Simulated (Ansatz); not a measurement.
Frontier orbitals of `C[O][Zr]([OH])([SeH])[O]C`.

Charge 0, multiplicity 1. Correlated methods include outer-core shells of Se, Zr, which these sets cover unevenly. Scalar relativity is left out up to krypton. Zr: def2 effective core potential. All single points use the PBE0-D4/def2-TZVP geometry. It is one conformer, not always the lowest. Basis def2-TZVPP, Ansatz.

Orbital energies of one run (eV). Highest occupied ones, from the top: -9.01, -10.06, -10.99, -11.30, -11.42, -11.71, -12.51, -12.66, -12.97, -15.67, -15.77, -15.84, -15.90, -16.04. Empty: 1.39, 1.80, 2.01, 2.14, 2.29, 2.37.

Which functional gave them?
A. r2SCAN
B. r2SCAN0
C. revPBE
D. LC-ωPBE

D. HOMO energies: LC-ωPBE -9.01, r2SCAN0 -6.64, r2SCAN -5.60, revPBE -5.26 eV.

LC-ωPBE has ω = 0.4 bohr⁻¹.
